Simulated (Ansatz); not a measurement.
# Redistribution: SiH2(CH3)Cl + C2H11NSi2 → SiH2(CH3)(NH2) + C2H9ClSi2

Gas-phase species: SiH2(CH3)Cl ((chlorosilyl)methane), singlet; C2H11NSi2 `CC[SiH](N)[SiH3]`, singlet; SiH2(CH3)(NH2), singlet; C2H9ClSi2 `CC[SiH]([SiH3])Cl`, singlet. The partners trade Cl for NH2; both sit on Si, so the bond types are kept.

Shapes, held fixed at every level: PBE0-D4/def2-TZVP. Flexible molecules stand in one conformer, not always the lowest. Programs: Ansatz 0.2.0. Electronic energies: no zero-point or thermal term.

```
               level                   kind  ΔE (kJ/mol)  less CCSD(T)/CBS estimate
       HF/def2-TZVPP           Hartree–Fock         -3.8                        0.0
   PBE-D4/def2-TZVPP                    GGA         -3.4                       +0.4
 B3LYP-D4/def2-TZVPP          global hybrid         -3.7                       +0.1
  PBE0-D4/def2-TZVPP          global hybrid         -3.4                       +0.4
      MP2/def2-TZVPP    perturbation theory         -3.7                       +0.1
     CCSD/def2-TZVPP  coupled cluster or CI         -2.7                       +1.1
CCSD(T)/CBS estimate  coupled cluster or CI         -3.8                        0.0
```

The highest level, CCSD(T)/CBS estimate, gives ΔE = -3.8 kJ/mol; the levels span -3.8 to -2.7. That is about zero within the method's error. The column of differences is taken from that level and isn't an error. No measured value is set beside it here. The CBS estimate extrapolates MP2 from def2-TZVPP and def2-QZVPP and adds CCSD(T) − MP2 in the triple-zeta set, cores frozen.
